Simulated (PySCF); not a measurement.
CH₅FSi.

```xyz
8

Si    -0.4837     0.1505     0.0000
C      0.3575    -1.5065     0.0000
F      0.6303     1.3137     0.0000
H     -1.3134     0.3373    -1.2109
H     -1.3134     0.3373     1.2109
H      0.9846    -1.6298     0.8849
H     -0.3880    -2.3061     0.0000
H      0.9846    -1.6298    -0.8849
```
Charge 0, spin multiplicity 1.

Geometry: B3LYP-D3(BJ)/def2-TZVP.

Level of theory: B3LYP/pcSseg-2 run with PySCF. Non-relativistic, no solvent.

Problem. Give the absolute GIAO shielding of each atom: isotropic value and principal components (ppm). (The exact figures need the calculation; the answer reports its results.)

Solution. 
| atom | σ(iso) | σ11 | σ22 | σ33 | span |
|---|---|---|---|---|---|
| Si1 | 326.0 | 261.5 | 324.3 | 392.2 | 130.8 |
| C2 | 182.8 | 168.8 | 186.5 | 193.0 | 24.2 |
| F3 | 381.8 | 364.9 | 374.3 | 406.1 | 41.2 |
| H4 | 26.4 | 23.4 | 25.1 | 30.7 | 7.3 |
| H5 | 26.4 | 23.4 | 25.1 | 30.7 | 7.3 |
| H6 | 31.0 | 27.6 | 28.5 | 37.0 | 9.4 |
| H7 | 31.7 | 28.2 | 28.5 | 38.5 | 10.3 |
| H8 | 31.0 | 27.6 | 28.5 | 37.0 | 9.4 |
